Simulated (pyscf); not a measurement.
# HO–SbH• (SMILES [OH][SbH]), doublet

Gas-phase minimum from PySCF at ωB97X-D3(BJ)/def2-SVP, one conformer. Other isomers of HO–SbH• were not searched in full and may lie lower. 

```xyz
4

O      0.8200     0.8536    -0.5650
Sb     0.3230    -0.4561    -1.9806
H      0.3168     0.7170     0.2469
H     -0.8786    -1.2564    -1.0375
```
Charge 0, spin multiplicity 2.

Bond lengths (Å): O1–Sb2 1.992, O1–H3 0.965, Sb2–H4 1.724. Bond angles (°): Sb2–O1–H3 112.0, O1–Sb2–H4 95.2.

Properties at ωB97X-D3(BJ)/def2-SVP:

```json
{
  "harmonic_wavenumbers_unscaled": "245, 624, 653, 909, 1947, 3897 cm⁻¹",
  "zero_point_energy": "11.8 kcal/mol",
  "rotational_symmetry_number": "1",
  "Entropy of this conformer at 298 K and 1 atm, rigid rotor and harmonic oscillator, modes under 100 cm⁻¹ raised to 100": "275.7 J/(mol K)",
  "dipole_moment": "1.59 D",
  "Spin expectation value S2": "0.753"
}
```

Single-point totals, which compare only within one level (frozen core for MP2 and CC):

```csv
level,total energy (hartree)
ωB97X-D3(BJ)/def2-TZVP,-316.78420
PBE/def2-TZVP,-316.61479
r²SCAN/def2-TZVP,-316.75546
B3LYP-D3(BJ)/def2-TZVP,-316.78751
PBE0-D3(BJ)/def2-TZVP,-316.62345
M06-2X/def2-TZVP,-316.58702
ωB97M-D3(BJ)/def2-TZVP,-316.76384
UHF/def2-TZVPP,-315.31712
MP2/def2-TZVPP,-315.89254
CCSD/def2-TZVPP,-315.89375
CCSD(T)/def2-TZVPP,-315.91201
```

The CCSD(T) − MP2 part came from Ansatz, without density fitting, on the same reference. The frozen core leaves the outer d or s,p core shells of the metals and heavy elements correlated in the MP2 and CC values, and def2-TZVPP describes them poorly, so these totals are far from the basis limit. Elements past Kr carry the def2 core potentials, without spin-orbit coupling.
